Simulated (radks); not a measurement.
The tungsten ion W+, configuration [Kr] 4d10 4f14 5s2 5p5 5d4 6s2 (not the ground configuration). Method: Dirac Kohn-Sham, AM05, spin-unpolarised, spherical densities, finite nucleus; open shells fill j = l - 1/2 first; Fermi nuclear charge, rms radius 5.3658 fm; computed with a radial shooting solver on a logarithmic mesh with Libxc functionals.

Normalised radial functions P(r) = r R(r) (large component), r in bohr:

r           5d3/2
0.001255   0.0000
0.001473   0.0000
0.001715   0.0000
0.001997   0.0001
0.002324   0.0001
0.002728   0.0001
0.003176   0.0002
0.003697   0.0003
0.004338   0.0004
0.00505    0.0005
0.00588    0.0008
0.0069     0.0012
0.008032   0.0017
0.009351   0.0025
0.01089    0.0037
0.01277    0.0054
0.01487    0.0079
0.01731    0.0114
0.02032    0.0166
0.02365    0.0235
0.02754    0.0330
0.03231    0.0465
0.03762    0.0633
0.04379    0.0846
0.05098    0.1105
0.05983    0.1422
0.06965    0.1746
0.08108    0.2060
0.09515    0.2321
0.1108     0.2432
0.129      0.2326
0.1513     0.1904
0.1762     0.1168
0.2051     0.0131
0.2388    -0.1095
0.2802    -0.2368
0.3262    -0.3289
0.3797    -0.3668
0.4456    -0.3290
0.5188    -0.2164
0.6039    -0.0418
0.7087     0.1813
0.8251     0.3978
0.9605     0.5874
1.118      0.7254
1.312      0.7997
1.528      0.8011
1.778      0.7446
2.087      0.6410
2.43       0.5200
2.828      0.3939
3.319      0.2707
3.864      0.1734
4.498      0.1007
5.237      0.0523
6.146      0.0229
7.154      0.0090
8.329      0.0029
9.774      0.0007
11.38      0.0002

5d3/2: eigenvalue -14.837 eV, 2 radial nodes at r = 0.209, 0.623 bohr, <r> = 1.81 bohr, 90 % of the charge inside 2.81 bohr.
